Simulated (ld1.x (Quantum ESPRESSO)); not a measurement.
## u(r) = r·R(r): atom against pseudo-atom (tin (Sn))

Columns: radius, all-electron u(r) and pseudo u(r) of the 5s shell (level -10.55 eV) of tin in the configuration [Kr] 4d10 5s2 5p2; PBE, scalar-relativistic, TM scheme, ld1.x (Quantum ESPRESSO) 7.5.

```json
{"r (bohr)": "0.143", "all-electron": "-0.0044", "pseudo": "0.0205"}
{"r (bohr)": "0.285", "all-electron": "0.2094", "pseudo": "0.0430"}
{"r (bohr)": "0.428", "all-electron": "-0.0922", "pseudo": "0.0703"}
{"r (bohr)": "0.570", "all-electron": "-0.3230", "pseudo": "0.1045"}
{"r (bohr)": "0.713", "all-electron": "-0.3301", "pseudo": "0.1491"}
{"r (bohr)": "0.855", "all-electron": "-0.1848", "pseudo": "0.2063"}
{"r (bohr)": "0.998", "all-electron": "0.0205", "pseudo": "0.2784"}
{"r (bohr)": "1.140", "all-electron": "0.2230", "pseudo": "0.3632"}
{"r (bohr)": "1.283", "all-electron": "0.3970", "pseudo": "0.4567"}
{"r (bohr)": "1.425", "all-electron": "0.5306", "pseudo": "0.5484"}
{"r (bohr)": "1.568", "all-electron": "0.6264", "pseudo": "0.6284"}
{"r (bohr)": "1.710", "all-electron": "0.6877", "pseudo": "0.6867"}
{"r (bohr)": "1.853", "all-electron": "0.7213", "pseudo": "0.7209"}
{"r (bohr)": "1.995", "all-electron": "0.7326", "pseudo": "0.7326"}
{"r (bohr)": "2.138", "all-electron": "0.7271", "pseudo": "0.7271"}
{"r (bohr)": "2.280", "all-electron": "0.7090", "pseudo": "0.7090"}
{"r (bohr)": "2.423", "all-electron": "0.6817", "pseudo": "0.6817"}
{"r (bohr)": "2.565", "all-electron": "0.6484", "pseudo": "0.6484"}
{"r (bohr)": "2.708", "all-electron": "0.6110", "pseudo": "0.6110"}
{"r (bohr)": "2.850", "all-electron": "0.5716", "pseudo": "0.5716"}
{"r (bohr)": "2.992", "all-electron": "0.5313", "pseudo": "0.5313"}
{"r (bohr)": "3.135", "all-electron": "0.4910", "pseudo": "0.4910"}
{"r (bohr)": "3.278", "all-electron": "0.4516", "pseudo": "0.4516"}
{"r (bohr)": "3.420", "all-electron": "0.4140", "pseudo": "0.4140"}
{"r (bohr)": "3.563", "all-electron": "0.3779", "pseudo": "0.3779"}
{"r (bohr)": "3.705", "all-electron": "0.3442", "pseudo": "0.3442"}
```

(1) How many radial nodes do the two functions have?

(2) At about which radius was the pseudo-wave matched?

(3) Where does each function peak?

(4) Is the pseudo-wave norm-conserving?

Answers

(1) The all-electron 5s function has n − l − 1 = 4 (the table is too coarse to show those close to the nucleus); the pseudo-wave has 0, since the states of the same l below it are removed with the core.

(2) 2.15 bohr. The columns agree to 0.0005 from 1.85 bohr on; several derivatives are matched, so the curves merge somewhat inside the radius.

(3) Outermost all-electron maximum near 2.00 bohr, pseudo maximum near 2.00 bohr (to the table’s step).

(4) Yes: the TM scheme keeps the norm inside the radius equal to the all-electron one, which fixes the energy derivative of the logarithmic derivative at the level.
